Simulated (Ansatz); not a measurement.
`[F][AlH][SeH]` + CH₃NH₂ → `C[NH][AlH][F]` + H₂Se at 400 K and 1 bar (ligand exchange at the Al–Se bond).

Isolated molecules relaxed with PBE0-D4/def2-TZVP in Ansatz; ΔE leaves out vibrations. CCSD(T)/CBS adds triple-zeta CCSD(T) − MP2 to the extrapolated MP2 energy (def2 sets, frozen cores). For Se outer-core shells are correlated without core-valence functions, which leaves a few kJ/mol of doubt a bond. Scalar relativity is left out up to krypton. One conformer a species, not always the lowest.

```
        species  CCSD(T)/CBS energy (Eh)  H − E (kJ/mol)  S (J/(mol·K))
`[F][AlH][SeH]`              -2743.83001            69.4          328.0
         CH₃NH₂                -95.75281           185.4          256.0
`C[NH][AlH][F]`               -437.67416           195.7          345.4
           H₂Se              -2401.89790            49.4          229.5
```

H − E and S are ideal-gas, rigid-rotor, harmonic terms from PBE0-D4/def2-TZVP, for one conformer and one mirror image of each species. 1 Eh = 2625.50 kJ/mol, R = 8.31446 J/(mol·K).

Q: By hand: ΔE, ΔH, ΔS and ΔG.

A: ΔE = (-437.67416) + (-2401.89790) − (-2743.83001) − (-95.75281) = 0.01076 Eh = 28.3 kJ/mol. Δ(H − E) = 195.7 + 49.4 − 69.4 − 185.4 = -9.7, so ΔH = 18.6 kJ/mol. ΔS = 345.4 + 229.5 − 328.0 − 256.0 = -9.1 J/(mol·K). ΔG = 18.6 − 400 × (-9.1)/1000 = 22.2 kJ/mol.

Q: By hand: the equilibrium constant, and the temperature at which ΔG would vanish if ΔH and ΔS stayed fixed.

A: log₁₀ K = −ΔG/(RT ln 10) = -2.9. ΔH and −TΔS have one sign here, so there is no such temperature.

The number of gas molecules stays the same, so ΔS is small and ΔH decides. A doubt of 5 kJ/mol in ΔE shifts log₁₀ K by 0.7 here. Other conformers and mirror images would add mixing entropy, several J/(mol·K) or more a flexible species. These are equilibria of isolated gas molecules and say nothing of rates. Largest T1 diagnostic: 0.012 (customary marks: 0.02 for closed shells, 0.045 for open ones).

ΔS is within the doubt of such terms, so its sign, and with it that verdict, could turn.
